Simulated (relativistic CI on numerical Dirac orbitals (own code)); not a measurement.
**Slater and spin-orbit integrals, Dy⁹⁺**

These numbers are calculated, not measured: Dirac-Coulomb-Breit CI, orbitals from a KLI potential per configuration, model QED, unscaled Slater integrals (own radial code, finite nucleus).

Slater integrals F^k, G^k are unscaled and averaged over j, outside the closed core [Kr] 4d10; ζ comes from projecting the Hamiltonian with its Breit term on Σ l·s of the shell.

- 4f8 5s2 5p: F^2(4f,4f) = 138240, F^4(4f,4f) = 87532, F^6(4f,4f) = 63204, ζ(4f) = 2043.8, F^2(4f,5p) = 64517, G^2(4f,5p) = 29062, G^4(4f,5p) = 23908, ζ(5p) = 37913 cm⁻¹; <r>(4f) = 0.7099, <r^2>(4f) = 0.6125, <r>(5p) = 1.292, <r^2>(5p) = 1.863 (bohr units).
- 4f10 5s: F^2(4f,4f) = 131000, F^4(4f,4f) = 82628, F^6(4f,4f) = 59566, ζ(4f) = 1813, G^3(4f,5s) = 35218 cm⁻¹; <r>(4f) = 0.7421, <r^2>(4f) = 0.6739, <r>(5s) = 1.187, <r^2>(5s) = 1.568 (bohr units).
- 4f8 5s2 6s: F^2(4f,4f) = 139710, F^4(4f,4f) = 88559, F^6(4f,4f) = 63973, ζ(4f) = 2043.4, G^3(4f,6s) = 6386.5 cm⁻¹; <r>(4f) = 0.7039, <r^2>(4f) = 0.6003, <r>(6s) = 2.201, <r^2>(6s) = 5.365 (bohr units).

Averages of the first 4 configurations, taken without configuration mixing, which lowers the lowest level and can move excited configurations by several eV; other configurations of the list can lie among them:

| Configuration | Parity | States | Average energy above the lowest level (eV) |
| --- | --- | --- | --- |
| 4f8 5s2 5p | odd | 18018 | 17.7 |
| 4f10 5s | even | 2002 | 60.4 |
| 4f8 5s2 6s | even | 6006 | 79.3 |
| 4f8 5s2 7s | even | 6006 | 115.3 |
